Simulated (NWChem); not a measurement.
System: GaCl, singlet; SMILES [Cl][Ga]

The following NWChem deck was run.

```
start job
memory heap 200 mb stack 900 mb global 1100 mb
geometry units angstroms noautosym nocenter noautoz
  Ga     0.000000     0.000000    -0.810909
  Cl     0.000000     0.000000     1.443598
end
basis spherical
  * library def2-tzvpd
end
dft
  xc b3lyp
  iterations 150
end
property
  response 1 0.0773
end
task dft property
```

Output (shortened):

```
             Northwest Computational Chemistry Package (NWChem) 7.3.0
             --------------------------------------------------------

                             Geometry "geometry" -> ""
                             -------------------------

 Output coordinates in angstroms (scale by  1.889725989 to convert to a.u.)

  No.       Tag          Charge          X              Y              Z
 ---- ---------------- ---------- -------------- -------------- --------------
    1 Ga                  31.0000     0.00000000     0.00000000    -0.81090900
    2 Cl                  17.0000     0.00000000     0.00000000     1.44359800

 Effective nuclear repulsion energy (a.u.)     123.6972917906

                              NWChem Property Module
                              ----------------------

                                 NWChem DFT Module
                                 -----------------

 Summary of "ao basis" -> "ao basis" (spherical)
 ------------------------------------------------------------------------------
       Tag                 Description            Shells   Functions and Types
 ---------------- ------------------------------  ------  ---------------------
 Ga                        def2-tzvpd               18       54   7s5p5d1f
 Cl                        def2-tzvpd               16       46   6s6p3d1f

            General Information
            -------------------
          SCF calculation type: DFT
          Wavefunction type:  closed shell.
          No. of atoms     :     2
          No. of electrons :    48
           Alpha electrons :    24
            Beta electrons :    24
          Charge           :     0
          Spin multiplicity:     1
          Use of symmetry is: off; symmetry adaption is: off
          Maximum number of iterations: 150
          AO basis - number of functions:   100
                     number of shells:    34
          Convergence on energy requested:  1.00D-06
          Convergence on density requested:  1.00D-05
          Convergence on gradient requested:  5.00D-04

              XC Information
              --------------
                         B3LYP Method XC Potential
                     Hartree-Fock (Exact) Exchange  0.200
                        Slater Exchange Functional  0.800 local
                    Becke 1988 Exchange Functional  0.720 non-local
              Lee-Yang-Parr Correlation Functional  0.810
                  VWN I RPA Correlation Functional  0.190 local

             Grid Information
             ----------------
          Grid used for XC integration:  medium
          Radial quadrature: Mura-Knowles
          Angular quadrature: Lebedev.
          Tag              B.-S. Rad. Rad. Pts. Rad. Cut. Ang. Pts.
          ---              ---------- --------- --------- ---------
          Ga                  1.30      112          12.0       590
          Cl                  1.00       88          13.0       590
          Grid pruning is: on
          Number of quadrature shells:   200
          Spatial weights used:  Erf1

      Superposition of Atomic Density Guess
      -------------------------------------

 Sum of atomic energies:       -2382.70281089

      Non-variational initial energy
      ------------------------------

 Total energy =   -2382.727034
 1-e energy   =   -3566.858966
 2-e energy   =    1060.434640
 HOMO         =      -0.293343
 LUMO         =       0.007485

   convergence    iter        energy       DeltaE   RMS-Dens  Diis-err
 ---------------- ----- ----------------- --------- --------- ---------
 d= 0,ls=0.0,diis     1  -2385.1527252575 -2.51D+03  1.01D-02  8.90D-01
 d= 0,ls=0.0,diis     2  -2385.1100927220  4.26D-02  7.29D-03  6.10D-01
 d= 0,ls=0.0,diis     3  -2385.1812140937 -7.11D-02  2.58D-03  1.64D-01
 d= 0,ls=0.0,diis     4  -2385.2033766385 -2.22D-02  3.54D-04  1.12D-02
 d= 0,ls=0.0,diis     5  -2385.2037392595 -3.63D-04  2.06D-04  8.04D-04
  Resetting Diis
 d= 0,ls=0.0,diis     6  -2385.2037942273 -5.50D-05  4.13D-05  3.56D-05
 d= 0,ls=0.0,diis     7  -2385.2037994315 -5.20D-06  1.10D-05  1.21D-06
 d= 0,ls=0.0,diis     8  -2385.2037994445 -1.30D-08  6.49D-06  1.08D-06

         Total DFT energy =    -2385.203799444514
      One electron energy =    -3566.555316589881
           Coulomb energy =     1161.027891774670
    Exchange-Corr. energy =     -103.373666419855
 Nuclear repulsion energy =      123.697291790552

 Numeric. integr. density =       47.999999894426

                       DFT Final Molecular Orbital Analysis
                       ------------------------------------

 Vector   22  Occ=2.000000D+00  E=-3.106368D-01
              MO Center=  4.9D-10, -5.4D-10,  1.3D+00, r^2= 1.4D+00
   Bfn.  Coefficient  Atom+Function         Bfn.  Coefficient  Atom+Function
  ----- ------------  ---------------      ----- ------------  ---------------
    70      0.382641  2 Cl px                71     -0.342043  2 Cl py
    73      0.258742  2 Cl px                74     -0.231290  2 Cl py
    67      0.185308  2 Cl px                68     -0.165647  2 Cl py
    61     -0.150788  2 Cl px                62      0.134790  2 Cl py
    17      0.070319  1 Ga px                64     -0.069194  2 Cl px

[...]

 DFT Linear Response polarizability / au
 Frequency  =       0.0773000 / au
 Wavelength =     589.4353558 / nm
              X              Y              Z
 -----------------------------------------------
 X      45.1945041     -0.0000001      0.0000001
 Y      -0.0000001     45.1945041     -0.0000001
 Z       0.0000001     -0.0000001     70.0433256
 -----------------------------------------------
 Eigenvalues =      45.1945040     45.1945042     70.0433256
 Isotropic   =      53.4774446
 Anisotropic =      24.8488216
 -----------------------------------------------

 Magnetic Dipole Response Matrix (nonzero elements):

 Exiting AOResponse driver routine
```

Level: B3LYP/def2-TZVPD. Low-valent species are run as closed-shell singlets; no triplet was tried in these runs. All runs use the structure optimised with B3LYP/6-31G* (spherical d). B3LYP is NWChem's, with the RPA form of VWN correlation.
